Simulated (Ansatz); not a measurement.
```yaml
crystal:
  periodic: [false, false, false]
  atoms:
    - {symbol: Hf, position_ang: [1.610281, -0.601512, -0.077373]}
    - {symbol: Hf, position_ang: [-1.605597, 0.599807, 0.077241]}
    - {symbol: Se, position_ang: [-2.671292, 0.938284, 2.157699]}
    - {symbol: Se, position_ang: [0.666653, 1.770672, 0.055197]}
    - {symbol: Se, position_ang: [-0.661991, -1.772587, -0.047378]}
    - {symbol: Se, position_ang: [2.661955, -0.934664, -2.165376]}
basis:
  gaussian: {orbitals: def2-TZVPD}
total_charge: -1
magnetization: {spin_polarized: true, initial_magnetization: 1}
hamiltonian: {xc: pbe0, dispersion: d4}
scf: {omitted_lower_state_checks: [starts]}
output: {orbitals: {seedname: orbitals}}
```

```sh
$ ansatz run in.yaml --threads 4 --pin off --events-out ev --progress --plain --max-ram 4787MiB
```

Task: Does this run fit into the memory that it is given?

Result: No. It has 314 basis functions, and Ansatz plans for 5.15 GiB where 4.67 GiB are given.
